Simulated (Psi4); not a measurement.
A run for Psi4: SAPT0/jun-cc-pV(D+d)Z on CH7NO (a complex), monomers drawn apart or pushed together.

```
memory 2025 MB

molecule dimer {
0 1
N     0.02239654   -0.12360419    0.07607623
H    -0.34487830   -0.95889678   -0.36566199
H    -0.35936962    0.67723099   -0.41445862
H     1.02652710   -0.11891398   -0.06257785
--
0 1
C     0.17846097    0.06404304    5.22029836
O    -0.97323532   -0.00542091    4.40906248
H     0.83509772   -0.80764168    5.09419529
H    -0.14737283    0.08954035    6.26108700
H     0.77245152    0.96861391    5.03105080
H    -0.68922136   -0.02795257    3.47503376
units angstrom
symmetry c1
no_reorient
no_com
}

set {
  basis jun-cc-pV(D+d)Z
  scf_type df
  freeze_core true
}

energy('sapt0')
```

The log:

```
[...]
==> Input File <==

--------------------------------------------------------------------------
memory 2025 MB

molecule dimer {
0 1
N     0.02239654   -0.12360419    0.07607623
H    -0.34487830   -0.95889678   -0.36566199
H    -0.35936962    0.67723099   -0.41445862
H     1.02652710   -0.11891398   -0.06257785
--
0 1
C     0.17846097    0.06404304    5.22029836
O    -0.97323532   -0.00542091    4.40906248
H     0.83509772   -0.80764168    5.09419529
H    -0.14737283    0.08954035    6.26108700
H     0.77245152    0.96861391    5.03105080
H    -0.68922136   -0.02795257    3.47503376
units angstrom
symmetry c1
no_reorient
no_com
}

set {
  basis jun-cc-pV(D+d)Z
  scf_type df
  freeze_core true
}

energy('sapt0')
--------------------------------------------------------------------------


   => Loading Basis Set <=

    Name: JUN-CC-PV(D+D)Z
    Role: ORBITAL
    Keyword: BASIS
    atoms 1         entry N          line   222 file jun-cc-pv_dpd_z.gbs
    atoms 2-4, 7-10 entry H          line    60 file jun-cc-pv_dpd_z.gbs
    atoms 5         entry C          line   188 file jun-cc-pv_dpd_z.gbs
    atoms 6         entry O          line   256 file jun-cc-pv_dpd_z.gbs

   => Loading Basis Set <=

    Name: JUN-CC-PV(D+D)Z
    Role: ORBITAL
    Keyword: BASIS
    atoms 1         entry N          line   222 file jun-cc-pv_dpd_z.gbs
    atoms 2-4, 7-10 entry H          line    60 file jun-cc-pv_dpd_z.gbs
    atoms 5         entry C          line   188 file jun-cc-pv_dpd_z.gbs
    atoms 6         entry O          line   256 file jun-cc-pv_dpd_z.gbs


  //>>>>>>>>>>>>>>>>>>>>>>>>>>>>>>>>>>>//
  //              Dimer HF             //
  //<<<<<<<<<<<<<<<<<<<<<<<<<<<<<<<<<<<//

   => Libint2 <=

    Primary   basis highest AM E, G, H:  7, 6, 3
    Auxiliary basis highest AM E, G, H:  7, 7, 4
    Onebody   basis highest AM E, G, H:  -, -, -
    Solid Harmonics ordering:            Gaussian


   => Loading Basis Set <=

    Name: JUN-CC-PV(D+D)Z
    Role: ORBITAL
    Keyword: BASIS
    atoms 1         entry N          line   222 file jun-cc-pv_dpd_z.gbs
    atoms 2-4, 7-10 entry H          line    60 file jun-cc-pv_dpd_z.gbs
    atoms 5         entry C          line   188 file jun-cc-pv_dpd_z.gbs
    atoms 6         entry O          line   256 file jun-cc-pv_dpd_z.gbs


         ---------------------------------------------------------
                                   SCF
               by Justin Turney, Rob Parrish, Andy Simmonett
                          and Daniel G. A. Smith
                              RHF Reference
                        1 Threads,   1931 MiB Core
         ---------------------------------------------------------

  ==> Geometry <==

    Molecular point group: c1
    Full point group: C1

    Geometry (in Angstrom), charge = 0, multiplicity = 1:

       Center              X                  Y                   Z               Mass
    ------------   -----------------  -----------------  -----------------  -----------------
         N            0.022396540000    -0.123604190000     0.076076230000    14.003074004430
         H           -0.344878300000    -0.958896780000    -0.365661990000     1.007825032230
         H           -0.359369620000     0.677230990000    -0.414458620000     1.007825032230
         H            1.026527100000    -0.118913980000    -0.062577850000     1.007825032230
         C            0.178460970000     0.064043040000     5.220298360000    12.000000000000
         O           -0.973235320000    -0.005420910000     4.409062480000    15.994914619570
         H            0.835097720000    -0.807641680000     5.094195290000     1.007825032230
         H           -0.147372830000     0.089540350000     6.261087000000     1.007825032230
         H            0.772451520000     0.968613910000     5.031050800000     1.007825032230
         H           -0.689221360000    -0.027952570000     3.475033760000     1.007825032230

  Running in c1 symmetry.

  Rotational constants: A =      0.92971  B =      0.02252  C =      0.02217 [cm^-1]
  Rotational constants: A =  27871.99675  B =    674.99642  C =    664.61698 [MHz]
  Nuclear repulsion =   71.854233548695987

  Charge       = 0
  Multiplicity = 1
  Electrons    = 28
  Nalpha       = 14
  Nbeta        = 14

  ==> Algorithm <==

  SCF Algorithm Type is DF.
  DIIS enabled.
  MOM disabled.
  Fractional occupation disabled.
  Guess Type is SAD.
  Energy threshold   = 1.00e-08
  Density threshold  = 1.00e-08
  Integral threshold = 1.00e-12

  ==> Primary Basis <==

  Basis Set: JUN-CC-PV(D+D)Z
    Blend: JUN-CC-PV(D+D)Z
    Number of shells: 45
    Number of basis functions: 89
    Number of Cartesian functions: 92
    Spherical Harmonics?: true
    Max angular momentum: 2

   => Loading Basis Set <=

    Name: (JUN-CC-PV(D+D)Z AUX)
    Role: JKFIT
    Keyword: DF_BASIS_SCF
    atoms 1         entry N          line   202 file jun-cc-pvdz-jkfit.gbs
    atoms 2-4, 7-10 entry H          line    70 file jun-cc-pvdz-jkfit.gbs
  
[...]
    89A     25.409031

    Final Occupation by Irrep:
              A
    DOCC [     9 ]
    NA   [     9 ]
    NB   [     9 ]

  @DF-RHF Final Energy:  -115.05628708566363

   => Energetics <=

    Nuclear Repulsion Energy =             40.3227988182699590
    One-Electron Energy =                -236.7654730847696385
    Two-Electron Energy =                  81.3863871808360670
    Total Energy =                       -115.0562870856636266

Computation Completed


Properties will be evaluated at   0.000000,   0.000000,   0.000000 [a0]

Properties computed using the SCF density matrix


 Multipole Moments:

 ------------------------------------------------------------------------------------
     Multipole            Electronic (a.u.)      Nuclear  (a.u.)        Total (a.u.)
 ------------------------------------------------------------------------------------

 L = 1.  Multiply by 2.5417464519 to convert [e a0] to [Debye]
 Dipole X            :         11.9650387          -11.2328376            0.7322011
 Dipole Y            :         -1.0471667            1.0647680            0.0176013
 Dipole Z            :       -163.6221584          163.3775134           -0.2446450
 Magnitude           :                                                    0.7721913

 ------------------------------------------------------------------------------------

  Constructing Basis Sets for SAPT...

   => Loading Basis Set <=

    Name: (JUN-CC-PV(D+D)Z AUX)
    Role: RIFIT
    Keyword: DF_BASIS_SAPT
    atoms 1         entry N          line   144 file jun-cc-pvdz-ri.gbs
    atoms 2-4, 7-10 entry H          line    30 file jun-cc-pvdz-ri.gbs
    atoms 5         entry C          line   100 file jun-cc-pvdz-ri.gbs
    atoms 6         entry O          line   188 file jun-cc-pvdz-ri.gbs

   => Loading Basis Set <=

    Name: (JUN-CC-PV(D+D)Z AUX)
    Role: JKFIT
    Keyword: DF_BASIS_ELST
    atoms 1         entry N          line   202 file jun-cc-pvdz-jkfit.gbs
    atoms 2-4, 7-10 entry H          line    70 file jun-cc-pvdz-jkfit.gbs
    atoms 5         entry C          line   146 file jun-cc-pvdz-jkfit.gbs
    atoms 6         entry O          line   258 file jun-cc-pvdz-jkfit.gbs


  //>>>>>>>>>>>>>>>>>>>>>>>>>>>>>>>>>>>//
  //               SAPT0               //
  //<<<<<<<<<<<<<<<<<<<<<<<<<<<<<<<<<<<//



        SAPT0
    Ed Hohenstein
     6 June 2009

      Orbital Information
  --------------------------
    NSO        =        89
    NMO        =        89
    NRI        =       293
    NRI (Elst) =       398
    NOCC A     =         5
    NOCC B     =         9
    FOCC A     =         1
    FOCC B     =         2
    NVIR A     =        84
    NVIR B     =        80

    Elst10,r            =    -0.002857110948 [Eh]
    Exch10              =     0.000124476492 [Eh]
    Exch10 (S^2)        =     0.000124458264 [Eh]

    Maxiter = 50
    CPHF R converge = 1.000000E-08

    Iter     Energy [mEh]          dE [mEh]         Residual      Time [s]
       1      -0.06484185       0.064841850     1.458268e-03             0
       2      -0.08325970       0.018417849     7.328739e-04             0
       3      -0.08607220       0.002812503     1.630838e-04             0
       4      -0.08574759      -0.000324610     4.063291e-05             0
       5      -0.08562882      -0.000118772     7.143903e-06             0
       6      -0.08565763       0.000028811     1.439002e-06             0
       7      -0.08565376      -0.000003866     3.095124e-07             0
       8      -0.08565404       0.000000280     5.891730e-08             0
       9      -0.08565408       0.000000038     8.765089e-09             0

    CHF Iterations converged

    Maxiter = 50
    CPHF R converge = 1.000000E-08

    Iter     Energy [mEh]          dE [mEh]         Residual      Time [s]
       1      -0.07471883       0.074718834     2.036782e-03             0
       2      -0.09187389       0.017155052     1.002795e-03             0
       3      -0.09698060       0.005106716     2.580269e-04             0
       4      -0.09727814       0.000297540     7.393784e-05             0
       5      -0.09696878      -0.000309365     1.612333e-05             0
       6      -0.09695842      -0.000010359     4.551286e-06             0
       7      -0.09697531       0.000016897     7.509564e-07             0
       8      -0.09697349      -0.000001824     1.184163e-07             0
       9      -0.09697361       0.000000116     2.099842e-08             0
      10      -0.09697360      -0.000000001     3.758049e-09             0

    CHF Iterations converged

    Ind20,r (A<-B)      =    -0.000085654082 [Eh]
    Ind20,r (B<-A)      =    -0.000096973605 [Eh]
    Ind20,r             =    -0.000182627687 [Eh]
    Exch-Ind20,r (A<-B) =     0.000026383814 [Eh]
    Exch-Ind20,r (B<-A) =     0.000000895303 [Eh]
    Exch-Ind20,r        =     0.000027279117 [Eh]
    Disp20              =    -0.000233589004 [Eh]
    Disp20 (SS)         =    -0.000116794502 [Eh]
    Disp20 (OS)         =    -0.000116794502 [Eh]
    Exch-Disp20         =     0.000009095193 [Eh]
    Exch-Disp20 (SS)    =     0.000005308886 [Eh]
    Exch-Disp20 (OS)    =     0.000003786307 [Eh]

    SAPT Results
  --------------------------------------------------------------------------------------------------------
    Electrostatics                 -2.85711095 [mEh]      -1.79286419 [kcal/mol]      -7.50134376 [kJ/mol]
      Elst10,r                     -2.85711095 [mEh]      -1.79286419 [kcal/mol]      -7.50134376 [kJ/mol]

    Exchange                        0.12447649 [mEh]       0.07811018 [kcal/mol]       0.32681298 [kJ/mol]
      Exch10                        0.12447649 [mEh]       0.07811018 [kcal/mol]       0.32681298 [kJ/mol]
      Exch10(S^2)                   0.12445826 [mEh]       0.07809874 [kcal/mol]       0.32676513 [kJ/mol]

    Induction                      -0.17435701 [mEh]      -0.10941068 [kcal/mol]      -0.45777428 [kJ/mol]
      Ind20,r                      -0.18262769 [mEh]      -0.11460060 [kcal/mol]      -0.47948893 [kJ/mol]
      Exch-Ind20,r                  0.02727912 [mEh]       0.01711790 [kcal/mol]       0.07162131 [kJ/mol]
      delta HF,r (2)               -0.01900844 [mEh]      -0.01192798 [kcal/mol]      -0.04990666 [kJ/mol]

    Dispersion                     -0.22449381 [mEh]      -0.14087199 [kcal/mol]      -0.58940842 [kJ/mol]
      Disp20                       -0.23358900 [mEh]      -0.14657931 [kcal/mol]      -0.61328785 [kJ/mol]
      Exch-Disp20                   0.00909519 [mEh]       0.00570732 [kcal/mol]       0.02387943 [kJ/mol]
      Disp20 (SS)                  -0.11679450 [mEh]      -0.07328966 [kcal/mol]      -0.30664392 [kJ/mol]
      Disp20 (OS)                  -0.11679450 [mEh]      -0.07328966 [kcal/mol]      -0.30664392 [kJ/mol]
      Exch-Disp20 (SS)              0.00530889 [mEh]       0.00333138 [kcal/mol]       0.01393848 [kJ/mol]
      Exch-Disp20 (OS)              0.00378631 [mEh]       0.00237594 [kcal/mol]       0.00994095 [kJ/mol]

  Total HF                         -2.90699147 [mEh]      -1.82416469 [kcal/mol]      -7.63230506 [kJ/mol]
  Total SAPT0                      -3.13148528 [mEh]      -1.96503668 [kcal/mol]      -8.22171348 [kJ/mol]

  Special recipe for scaled SAPT0 (see Manual):
    Electrostatics sSAPT0          -2.85711095 [mEh]      -1.79286419 [kcal/mol]      -7.50134376 [kJ/mol]
    Exchange sSAPT0                 0.12447649 [mEh]       0.07811018 [kcal/mol]       0.32681298 [kJ/mol]
    Induction sSAPT0               -0.17434503 [mEh]      -0.10940316 [kcal/mol]      -0.45774281 [kJ/mol]
    Dispersion sSAPT0              -0.22448981 [mEh]      -0.14086949 [kcal/mol]      -0.58939793 [kJ/mol]
  Total sSAPT0                     -3.13146930 [mEh]      -1.96502665 [kcal/mol]      -8.22167151 [kJ/mol]
  --------------------------------------------------------------------------------------------------------



*** Psi4 exiting successfully. Buy a developer a beer!
```

The run finished.

Cost: around 9 core-seconds (rough).
